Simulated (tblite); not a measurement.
Species: C₅H₁₂OSi₂.
SMILES with atom numbers: `[CH2:1]1[CH2:2][C@@H:3]2[SiH2:4][O:5][SiH2:6][C@@H:7]2[CH2:8]1` (hydrogens: H9, H10 on C1; H11, H12 on C2; H13 on C3; H14, H15 on Si4; H16, H17 on Si6; H18 on C7; H19, H20 on C8)

Computed geometry: GFN2-xTB, gas phase.

(1) Give the optimised bond lengths and angles.

Answers

(1) 
```tsv
bond	length (Å)	order
C1–C2, C1–C8	1.523	single
C2–C3, C7–C8	1.538	single
C3–Si4, Si6–C7	1.916	single
Si4–O5, O5–Si6	1.636	single
C3–C7	1.559	single
C1–H9	1.092	single
C1–H10	1.090	single
C2–H11, C8–H20	1.090	single
C2–H12, C8–H19	1.093	single
C3–H13, C7–H18	1.094	single
Si4–H14, Si6–H16	1.459	single
Si4–H15, Si6–H17	1.459	single
```

Bonds in one row agree within 0.01 Å and their mean is given. Orders are formal, as drawn. A selection of angles:
```tsv
angle	degrees
C2–C1–C8	102.1
C1–C2–C3	103.8
C2–C3–Si4	114.0
C2–C3–C7	105.3
Si4–C3–C7	109.5
C3–Si4–O5	100.4
Si4–O5–Si6	120.3
```

Torsions: C8–C1–C2–C3 43° (synclinal); C1–C2–C3–Si4 94° (anticlinal); C2–C3–Si4–O5 -119° (anticlinal); C3–Si4–O5–Si6 3° (synperiplanar); Si4–O5–Si6–C7 -3° (synperiplanar); O5–Si6–C7–C8 119° (anticlinal); Si6–C7–C8–C1 -94° (anticlinal); C2–C1–C8–C7 -43° (synclinal); C2–C3–C7–Si6 123° (anticlinal).

The 5-membered ring C1–C2–C3–C7–C8 has internal angles of 102.1° to 105.3° (sum 520°, against 540° for a flat polygon); it is puckered, 0.19 Å rms from its mean plane, widest ring torsion 43°. Of the pairs four or more bonds apart, Si4···H9 is among the closest relative to their van der Waals radii: 3.30 Å, 100 % of the sum of Bondi's values. Si4 (oxygen-bound silicon) is distorted tetrahedral (angles from 100.4° to 113.9°). The 5-membered ring C3–Si4–O5–Si6–C7 has internal angles of 100.3° to 120.3° (sum 540°, against 540° for a flat polygon); it is almost planar, 0.01 Å rms from its mean plane, widest ring torsion 3°. The C–C distances run from 1.523 Å (C1–C2, drawn single) to 1.559 Å (C3–C7, drawn single), a spread of 0.036 Å.

Point group: Cs (every atom within 0.08 Å of its image). Its lowest GFN2-xTB frequency is 13 cm⁻¹, too small to tell a flat minimum from a shallow saddle. The numbers are those of one conformer.
